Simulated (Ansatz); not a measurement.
[MoO3S]2- (MoSO₃²⁻). The state is a singlet with charge -2. Geometry r2SCAN-D4/def2-SVPD, basis def2-TZVPD, Ansatz.

| run | HOMO (eV) | LUMO (eV) |
| --- | --- | --- |
| A | 0.49 | 6.69 |
| B | 2.97 | 6.01 |
| C | 3.43 | 6.34 |
| D | 3.63 | 5.90 |
| E | 1.58 | 6.53 |
| F | 0.40 | 7.24 |

In the def2 sets Mo takes a core potential; there is no spin–orbit coupling. HSE06 is defined as in plane-wave codes, on full-range PBE exchange. A multiply charged anion in the gas phase is held together partly by the finite basis. Removing one electron lowers the energy by 0.86 eV at PBE0-D4/def2-TZVPD, so it isn't bound.

Problem. The runs used BHLYP, HSE06, PBE, r2SCAN, ωB97M-V, ωB97X-V. Estimate which is which.

Solution. A ωB97M-V (range-separated); B HSE06 (range-separated); C r2SCAN (0 % exact exchange); D PBE (0 % exact exchange); E BHLYP (50 % exact exchange); F ωB97X-V (range-separated). Exact exchange lowers occupied and raises empty levels; among semilocal functionals meta-GGAs tend to open the gap a little, and such runs are hard to tell apart. The gap grows from 2.27 eV (PBE) to 6.83 eV (ωB97X-V). At ωB97M-V/def2-TZVPD, HSE06-D4/def2-TZVPD, r2SCAN-D4/def2-TZVPD, PBE-D4/def2-TZVPD and others the highest occupied level of the charge -2 singlet lies above zero (up to 3.63 eV). By energy differences it is unbound by 0.95 eV (vertical, to the charge -1 doublet, at PBE-D4/def2-TZVPD) and held by the finite basis.
